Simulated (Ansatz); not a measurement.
`C[SiH](F)[InH2]` + `C=N` → `C=[N][InH2]` + `C[SiH2]F`  (cleavage of the In–Si bond)

Isolated molecules relaxed with PBE0-D4/def2-TZVP in Ansatz; ΔE leaves out vibrations. CCSD(T)/CBS is the MP2 limit (def2-TZVPP, def2-QZVPP) plus CCSD(T) − MP2 in def2-TZVPP, frozen cores. This one scheme is used for every species. Functionals use def2-TZVPP. B3LYP here is the variant with VWN-RPA as its local correlation; programs differ in this. HSE06 is defined as in plane-wave codes. def2 core potentials past Kr. For In outer-core shells are correlated without core-valence functions, which leaves a few kJ/mol of doubt a bond.

`C[SiH](F)[InH2]`:

Cartesian coordinates in Å:
```
C -0.339 -0.778 1.415
Si 0.212 -0.689 -0.366
F -0.753 -1.652 -1.231
In 0.200 1.701 -1.352
H -0.320 -1.812 1.769
H 0.335 -0.189 2.043
H -1.351 -0.389 1.545
H 1.581 -1.279 -0.471
H 1.109 2.955 -0.572
H -0.674 2.132 -2.779
```

`C=N`:

Z-matrix (Å, degrees):
```
C
N 1 1.261
H 1 1.096 2 124.9
H 1 1.092 2 118.8 3 -180.0
H 2 1.021 1 111.0 3 -0.0
```

`C=[N][InH2]`:

```xyz
7

C     0.556    0.623    1.158
N     0.937   -0.226    0.308
In   -0.427   -0.715   -1.194
H     1.228    0.924    1.977
H    -0.430    1.126    1.176
H    -1.929    0.133   -1.060
H     0.064   -1.865   -2.365
```

`C[SiH2]F`:

Cartesian coordinates in Å:
```
C 0.648 0.530 0.518
Si -0.542 -0.496 -0.465
F -1.975 0.224 -0.484
H 0.304 0.650 1.548
H 1.629 0.048 0.542
H 0.768 1.522 0.078
H -0.102 -0.638 -1.876
H -0.730 -1.839 0.138
```

```json
{"level": "LDA (SPW92)", "ΔE (kcal/mol)": "6.8", "difference from CCSD(T)/CBS": "3.4"}
{"level": "PBE-D4", "ΔE (kcal/mol)": "6.5", "difference from CCSD(T)/CBS": "3.1"}
{"level": "revPBE-D4", "ΔE (kcal/mol)": "5.7", "difference from CCSD(T)/CBS": "2.3"}
{"level": "BLYP-D4", "ΔE (kcal/mol)": "3.8", "difference from CCSD(T)/CBS": "0.4"}
{"level": "r2SCAN-D4", "ΔE (kcal/mol)": "4.4", "difference from CCSD(T)/CBS": "1.0"}
{"level": "B97M-V", "ΔE (kcal/mol)": "3.8", "difference from CCSD(T)/CBS": "0.4"}
{"level": "B3LYP-D4", "ΔE (kcal/mol)": "4.3", "difference from CCSD(T)/CBS": "0.9"}
{"level": "r2SCANh-D4", "ΔE (kcal/mol)": "4.7", "difference from CCSD(T)/CBS": "1.3"}
{"level": "r2SCAN0-D4", "ΔE (kcal/mol)": "5.1", "difference from CCSD(T)/CBS": "1.7"}
{"level": "HSE06-D4", "ΔE (kcal/mol)": "6.6", "difference from CCSD(T)/CBS": "3.2"}
{"level": "BHLYP-D4", "ΔE (kcal/mol)": "4.2", "difference from CCSD(T)/CBS": "0.8"}
{"level": "CAM-B3LYP-D4", "ΔE (kcal/mol)": "3.7", "difference from CCSD(T)/CBS": "0.3"}
{"level": "ωB97X-V", "ΔE (kcal/mol)": "4.2", "difference from CCSD(T)/CBS": "0.8"}
{"level": "ωB97M-V", "ΔE (kcal/mol)": "4.5", "difference from CCSD(T)/CBS": "1.1"}
{"level": "B2PLYP", "ΔE (kcal/mol)": "2.8", "difference from CCSD(T)/CBS": "-0.6"}
{"level": "PBE", "ΔE (kcal/mol)": "6.3", "difference from CCSD(T)/CBS": "2.9"}
{"level": "revPBE", "ΔE (kcal/mol)": "6.2", "difference from CCSD(T)/CBS": "2.8"}
{"level": "BLYP", "ΔE (kcal/mol)": "3.7", "difference from CCSD(T)/CBS": "0.3"}
{"level": "r2SCAN", "ΔE (kcal/mol)": "4.3", "difference from CCSD(T)/CBS": "0.9"}
{"level": "PBE0", "ΔE (kcal/mol)": "6.4", "difference from CCSD(T)/CBS": "3.0"}
{"level": "B3LYP", "ΔE (kcal/mol)": "4.0", "difference from CCSD(T)/CBS": "0.6"}
{"level": "r2SCAN0", "ΔE (kcal/mol)": "5.0", "difference from CCSD(T)/CBS": "1.6"}
{"level": "HSE06", "ΔE (kcal/mol)": "6.4", "difference from CCSD(T)/CBS": "3.0"}
{"level": "BHLYP", "ΔE (kcal/mol)": "3.6", "difference from CCSD(T)/CBS": "0.2"}
{"level": "LC-ωPBE", "ΔE (kcal/mol)": "5.3", "difference from CCSD(T)/CBS": "1.9"}
{"level": "RPA@PBE/def2-TZVPP", "ΔE (kcal/mol)": "2.7", "difference from CCSD(T)/CBS": "-0.7"}
{"level": "HF/def2-SVP", "ΔE (kcal/mol)": "4.1", "difference from CCSD(T)/CBS": "0.7"}
{"level": "MP2/def2-SVP", "ΔE (kcal/mol)": "1.8", "difference from CCSD(T)/CBS": "-1.6"}
{"level": "CCSD/def2-SVP", "ΔE (kcal/mol)": "4.5", "difference from CCSD(T)/CBS": "1.1"}
{"level": "CCSD(T)/def2-SVP", "ΔE (kcal/mol)": "4.2", "difference from CCSD(T)/CBS": "0.8"}
{"level": "HF/def2-TZVPP", "ΔE (kcal/mol)": "2.1", "difference from CCSD(T)/CBS": "-1.3"}
{"level": "MP2/def2-TZVPP", "ΔE (kcal/mol)": "1.9", "difference from CCSD(T)/CBS": "-1.5"}
{"level": "SCS-MP2/def2-TZVPP", "ΔE (kcal/mol)": "1.7", "difference from CCSD(T)/CBS": "-1.7"}
{"level": "CCSD/def2-TZVPP", "ΔE (kcal/mol)": "3.9", "difference from CCSD(T)/CBS": "0.5"}
{"level": "HF/def2-QZVPP", "ΔE (kcal/mol)": "1.8", "difference from CCSD(T)/CBS": "-1.6"}
{"level": "MP2/def2-QZVPP", "ΔE (kcal/mol)": "1.8", "difference from CCSD(T)/CBS": "-1.6"}
{"level": "SCS-MP2/def2-QZVPP", "ΔE (kcal/mol)": "1.6", "difference from CCSD(T)/CBS": "-1.8"}
{"level": "HF/CBS(def2)", "ΔE (kcal/mol)": "1.8", "difference from CCSD(T)/CBS": "-1.6"}
{"level": "MP2/CBS(def2)", "ΔE (kcal/mol)": "1.8", "difference from CCSD(T)/CBS": "-1.6"}
{"level": "CCSD/CBS(def2)", "ΔE (kcal/mol)": "3.8", "difference from CCSD(T)/CBS": "0.4"}
{"level": "CCSD(T)/CBS", "ΔE (kcal/mol)": "3.4", "difference from CCSD(T)/CBS": "0"}
```

Largest T1 diagnostic among the species: 0.015.

At CCSD(T), def2-SVP lies +0.8 kcal/mol from the extrapolated value and def2-TZVPP +0.1 kcal/mol. Leaving LDA and LC-ωPBE aside and taking each functional with its dispersion term where it has one, the values spread over 3.8 kcal/mol, from B2PLYP to PBE0-D4.

CCSD(T)/CBS has its own doubt, a few kJ/mol and more with outer-core shells, so smaller differences from it don't rank the levels.
